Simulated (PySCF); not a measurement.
Start geometry of `Clc1ccc(cc1)B(Cl)Cl` from GFN2-xTB (Å):
```
atom  x, y, z in Å
Cl1    3.3365    1.3287    0.5430
B2     2.4183   -0.0938    0.2302
Cl3    3.2659   -1.5858    0.0894
C4     0.8691   -0.0333    0.0808
C5     0.1724    1.1774    0.1969
C6    -1.1996    1.2384    0.0664
C7    -1.9119    0.0740   -0.1853
Cl8   -3.6247    0.1405   -0.3506
C9    -1.2561   -1.1432   -0.3051
C10    0.1164   -1.1881   -0.1734
H11    0.7260    2.0831    0.3935
H12   -1.7197    2.1789    0.1586
H13   -1.8195   -2.0424   -0.4990
H14    0.6263   -2.1349   -0.2678
```

**Question.** What comes out of this run: PBE0-D3(BJ)/def2-SVP geometry optimisation, gas phase in PySCF 2.14.0?

**Answer.** 
```
atom  x, y, z in Å
Cl1    3.9043    1.4136    0.5364
B2     2.9609   -0.0352    0.2279
Cl3    3.8405   -1.5441    0.0427
C4     1.4197    0.0180    0.1158
C5     0.7230    1.2333    0.2493
C6    -0.6601    1.2940    0.1425
C7    -1.3721    0.1183   -0.1017
Cl8   -3.0919    0.1814   -0.2398
C9    -0.7156   -1.1064   -0.2372
C10    0.6681   -1.1462   -0.1281
H11    1.2839    2.1513    0.4399
H12   -1.1946    2.2396    0.2447
H13   -1.2939   -2.0119   -0.4267
H14    1.1850   -2.1030   -0.2344
```

The energy falls by 0.056 eV over 6 energy and gradient evaluations, the largest force component goes from 0.0211 to 2.0e-04 Eh/bohr, and the atoms move by 0.019 Å rms after alignment. Among the bonds, Cl1–B2 and B2–Cl3 change most and about equally (+0.034 to +0.035 Å). Bonds longer at the end by more than 0.005 Å: 12 of 14; shorter: 1. Rotational constants go from 2107, 373.0, 316.9 to 2052, 370.3, 313.7 MHz. The orientation of the end geometry is arbitrary; only internal coordinates are fixed.

The run used 172 basis functions and 40 SCF cycles in all.

PBE0-D3(BJ)/def2-SVP frequencies: not computed here.
